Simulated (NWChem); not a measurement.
System: GeH₄O; SMILES [OH][GeH3]

NWChem input:

```
start job
memory heap 200 mb stack 900 mb global 1100 mb
geometry units angstroms noautoz
  Ge    -0.012236    -0.315161     0.000000
  O     -0.079770     1.466628     0.000000
  H      0.718137    -0.826876    -1.260453
  H     -1.481774    -0.751724     0.000000
  H      0.718137    -0.826876     1.260453
  H      0.794020     1.870550     0.000000
end
basis spherical
  * library def2-svpd
end
dft
  xc b3lyp
  iterations 150
  vectors input atomic output neutral.movecs
end
task dft energy
charge 1
dft
  odft
  mult 2
  vectors input atomic output cation.movecs
end
task dft energy
charge -1
dft
  odft
  mult 2
  vectors input atomic output anion.movecs
end
task dft energy
```

The geometry was optimised at PBE0/def2-SVP. B3LYP is NWChem's, with the RPA form of VWN correlation.

Ions are spin-unrestricted doublets at the neutral geometry; other ion states weren't tried.

**Question.** What results follow from this input? (B3LYP/def2-SVPD, vertical spin-unrestricted ions.) Quantities: vertical ionisation energy, ΔSCF (eV); −ε(HOMO) (eV).

**Answer.** vertical ionisation energy, ΔSCF (eV): 10.95
−ε(HOMO) (eV): 8.27
